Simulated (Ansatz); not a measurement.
Process, species as SMILES: [F][Ga] (F-Ga) (closed-shell singlet) → F atom + Ga atom
B3LYP-D3(BJ)/def2-TZVP geometries, fixed; electronic energies without zero-point terms.
Largest species:
```xyz
2

Ga     0.0000     0.0000    -0.4051
F      0.0000     0.0000     1.3954
```
Charge 0, spin multiplicity 1.

The atomisation energy at CCSD(T) with Ansatz (a first-principles code), in kcal/mol, split into its Hartree-Fock and correlation parts. Cores are frozen (with 3d on Ga to Br). Open shells are unrestricted. No added dispersion term, no relativity. Functions are those of the species that has most.

```csv
basis,X,functions,Hartree-Fock,CCSD(T)
cc-pVDZ,2,41,92.20,127.18
cc-pVTZ,3,73,96.07,137.03
cc-pVQZ,4,123,97.44,141.09
cc-pV5Z,5,195,97.49,142.19
```

Worked estimate of the basis-set limit from each neighbouring pair, with Hartree-Fock from the larger set and the correlation part extrapolated as X^-3.
Correlation parts: X = 2: 34.98, X = 3: 40.96, X = 4: 43.65, X = 5: 44.70.
- (2,3): (27·(40.96) - 8·(34.98))/19 = 43.48; with Hartree-Fock 96.07 the estimate is 139.55 kcal/mol.
- (3,4): (64·(43.65) - 27·(40.96))/37 = 45.61; with Hartree-Fock 97.44 the estimate is 143.05 kcal/mol.
- (4,5): (125·(44.70) - 64·(43.65))/61 = 45.80; with Hartree-Fock 97.49 the estimate is 143.29 kcal/mol.
The last two estimates differ by 0.24 kcal/mol; the largest set lies 1.10 from the last. Over the last step Hartree-Fock moves by 0.05 and the correlation part by 1.05.
